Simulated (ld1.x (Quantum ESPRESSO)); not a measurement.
# Pseudopotential generation for manganese: RRKJ, BP86, scalar-relativistic.

| Item | Value |
| --- | --- |
| Element | manganese (Mn) |
| Generator | ld1.x (Quantum ESPRESSO) 7.5 |
| Type | norm-conserving RRKJ (Kleinman–Bylander form) |
| Functional | BP86 |
| Relativity | scalar-relativistic |
| Frozen core | [Ne] 3s2 |
| Valence charge | 13 |
| Reference configuration | 3p6 3d5 4s1.5 4p0.5 |
| Partial waves | 4s (bound): rc 2.60 bohr; 3p (bound): rc 1.25 bohr; 3d (bound): rc 1.65 bohr |
| Local potential | all-electron potential smoothed inside 1.35 bohr (lloc = -2) |
| Core correction | Bessel-smoothed model core inside 0.95 bohr |
| rho0 | 0.02 |

Occupied shells without a wave of their own: 4p. They enter only through the test configuration that unscreens the potential, and ld1.x also counts them in the model core charge.

All-electron outer shells of the reference configuration (BP86, scalar-relativistic, ld1.x):

```json
{"shell": "2p", "level (eV)": "-631.35", "outermost node (bohr)": "–", "outermost maximum (bohr)": "0.19"}
{"shell": "3s", "level (eV)": "-86.81", "outermost node (bohr)": "0.34", "outermost maximum (bohr)": "0.74"}
{"shell": "3p", "level (eV)": "-55.53", "outermost node (bohr)": "0.31", "outermost maximum (bohr)": "0.75"}
{"shell": "3d", "level (eV)": "-7.72", "outermost node (bohr)": "–", "outermost maximum (bohr)": "0.76"}
{"shell": "4s", "level (eV)": "-5.79", "outermost node (bohr)": "1.05", "outermost maximum (bohr)": "2.47"}
{"shell": "4p", "level (eV)": "-1.90", "outermost node (bohr)": "1.16", "outermost maximum (bohr)": "3.34"}
```

(1) Estimate the cutoffs (Ry, on a coarse ladder) from which the occupation-weighted sum of valence levels, in a spherical-Bessel basis at the reference potential, stays within 10 and 1 mRy of its value at 400 Ry.

(2) What does a ghost test show?

(3) Tests: 3p6 3d5 4s2 4p0; 3p6 3d5 4s1 4p0; 3p6 3d5 4s0 4p0; 3p6 3d5 4s0 4p2; 3p6 3d4 4s2 4p0; 3p6 3d4 4s2 4p1; 3p6 3d5.5 4s1.5 4p0. Which has the largest error in its energy relative to the reference configuration, and how large is it?

Answers

(1) 70 Ry and 100 Ry.

(2) No extra level below or beside the all-electron valence levels (s, p, d, f tested).

(3) 3p6 3d4 4s2 4p0, with +1264 meV (all-electron minus pseudo) on +11.41 eV.

ld1.x takes every shell without a wave as core, so the model core holds the 4p electrons as well and exchange and correlation see them twice. This cancels in the reference configuration, but the file is broken for other ones, and its errors say nothing about a proper core correction.
